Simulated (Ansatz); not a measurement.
CH6BGe (`C[B][GeH3]`) radical at its PBE0-D4/def2-TZVP geometry, where that method's forces vanish. Total charge 0; spin multiplicity 2.

```json
{"atom": "C1", "x (Å)": "1.379", "y (Å)": "0.984", "z (Å)": "-0.120"}
{"atom": "B2", "x (Å)": "0.318", "y (Å)": "0.189", "z (Å)": "0.649"}
{"atom": "Ge3", "x (Å)": "-1.290", "y (Å)": "-0.978", "z (Å)": "0.179"}
{"atom": "H4", "x (Å)": "2.270", "y (Å)": "1.253", "z (Å)": "0.453"}
{"atom": "H5", "x (Å)": "0.868", "y (Å)": "1.930", "z (Å)": "-0.369"}
{"atom": "H6", "x (Å)": "1.675", "y (Å)": "0.541", "z (Å)": "-1.078"}
{"atom": "H7", "x (Å)": "-2.563", "y (Å)": "-0.338", "z (Å)": "0.763"}
{"atom": "H8", "x (Å)": "-1.115", "y (Å)": "-2.352", "z (Å)": "0.851"}
{"atom": "H9", "x (Å)": "-1.542", "y (Å)": "-1.228", "z (Å)": "-1.329"}
```

(1) For each bond, give half the difference of the two atoms' forces along it (eV/Å; positive pushes the atoms apart) under PBE-D4, r2SCAN-D4, B3LYP-D4, ωB97M-V in def2-TZVPP. (Estimate.)

Answers

(1) Ansatz gave: 
| bond | length (Å) | PBE-D4 | r2SCAN-D4 | B3LYP-D4 | ωB97M-V |
| --- | --- | --- | --- | --- | --- |
| C1–B2 | 1.533 | -0.07 | 0.01 | -0.01 | 0.03 |
| C1–H4 | 1.093 | 0.14 | 0.00 | -0.02 | -0.06 |
| C1–H5 | 1.104 | 0.15 | 0.00 | -0.04 | -0.06 |
| C1–H6 | 1.096 | 0.15 | -0.01 | -0.01 | -0.04 |
| B2–Ge3 | 2.042 | -0.09 | -0.05 | 0.06 | 0.07 |
| Ge3–H7 | 1.540 | 0.11 | -0.03 | -0.01 | -0.10 |
| Ge3–H8 | 1.540 | 0.11 | -0.03 | -0.01 | -0.10 |
| Ge3–H9 | 1.549 | 0.11 | -0.02 | 0.01 | -0.06 |

B3LYP here is the variant with VWN-RPA as its local correlation; programs differ in this.
